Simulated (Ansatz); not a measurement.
Calculated with Ansatz (gas phase, PBE0-D4/def2-TZVP geometries, no zero-point term in ΔE). CBS: MP2 limit from def2 TZ/QZ plus the TZ coupled-cluster correction, frozen cores. This one scheme is used for every species. DFT in def2-TZVPP. B3LYP here is the variant with VWN-RPA as its local correlation; programs differ in this. One conformer a species, not always the lowest.

Reaction (cleavage of the Si–B bond): `O[SiH2]BO[SiH3]` + `CO[SiH2]S` → `CO[SiH2]S[SiH2]O` + `BO[SiH3]`

```tsv
level	ΔE (eV)
PBE-D4	-1.20
B3LYP-D4	-1.25
ωB97X-V	-1.23
ωB97M-V	-1.30
r2SCAN	-1.25
PBE0	-1.15
HF/def2-TZVPP	-1.13
SCS-MP2/def2-QZVPP	-1.31
```

**Question.** What does CCSD(T)/CBS give? (Estimate.)

**Answer.** Computed: -1.26 eV. The listed levels differ from it by 0.06, 0.01, 0.03, -0.04, 0.01, 0.11, 0.13, -0.05 eV.

Largest T1 diagnostic among the species: 0.013.

The D4 term adds −0.15 eV with B3LYP and −0.08 eV with PBE0; it sums over pairs of atoms, weighted by their polarisabilities, and B3LYP, whose exchange is more repulsive, gets the larger term. In def2-TZVPP, CCSD(T) changes the Hartree–Fock value by −0.10 eV (the triples alone add −0.04 eV) and MP2 by −0.24 eV.
